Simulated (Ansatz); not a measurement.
Basis-set extrapolation for `C=[CH][Al]([Cl])[Cl]` (PBE0-D4/def2-TZVP geometry, frozen core, Ansatz). Multiplicity 1, RHF reference.

```tsv
	def2-TZVPP	def2-QZVPP
HF	-1238.602929	-1238.638585
MP2 correlation	-0.762795	-0.829024
CCSD(T) correlation	-0.851556	not run
```

Energies in hartree. Use E(X) = E(∞) + A·exp(−7.88·√X) for Hartree–Fock and E(X) = E(∞) + B·X^(−2.97) for correlation, with X = 3 and 4, and add CCSD(T) minus MP2 of the smaller set to the MP2 limit.

Q: What is the CCSD(T) energy at the basis-set limit?

A: HF limit: -1238.638585 + (-0.035656) × 0.13774 = -1238.64350. MP2 limit: -0.829024 + (-0.066229) × 0.74074 = -0.87808. Higher-order term: -0.851556 − (-0.762795) = -0.08876. Total: -1239.61034 hartree, 409.2 kJ/mol below CCSD(T)/def2-TZVPP.
